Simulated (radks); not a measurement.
Task: The table gives one normalised radial function P(r) = r R(r) of Ta4+ in [Xe] 4f14 6s1 (r in bohr). All-electron calculation, scalar-relativistic Kohn-Sham, LDA (Slater exchange, Perdew-Wang correlation), spin-unpolarised, spherical densities, point nucleus. Program: a radial shooting solver on a logarithmic mesh with Libxc functionals.

r,P
0.000689,0.0004
0.0009337,0.0007
0.001255,0.0011
0.001701,0.0018
0.002287,0.0029
0.0031,0.0049
0.004201,0.0080
0.005649,0.0129
0.007656,0.0208
0.01038,0.0327
0.01395,0.0491
0.01891,0.0709
0.02542,0.0942
0.03445,0.1123
0.04669,0.1092
0.06277,0.0681
0.08507,-0.0197
0.1153,-0.1224
0.155,-0.1608
0.2101,-0.0624
0.2824,0.1304
0.3828,0.2383
0.5188,0.0884
0.6974,-0.2168
0.9452,-0.3940
1.271,-0.2163
1.722,0.2503
2.334,0.6479
3.138,0.6598
4.253,0.3579
5.764,0.0963
7.75,0.0118

Which n and l does it have? It may be an empty orbital.

Result: n = 6, l = 1: the number of nodes gives n - l - 1 = 4, the rise at small r (about r^(l+1), flatter next to the nucleus through relativity) gives l, and the extent must fit the shell. The curve is that of 6p. 6p (empty): eigenvalue -30.185 eV, 4 radial nodes at r = 0.0803, 0.233, 0.568, 1.48 bohr, <r> = 2.90 bohr, 90 % of the charge inside 4.09 bohr.
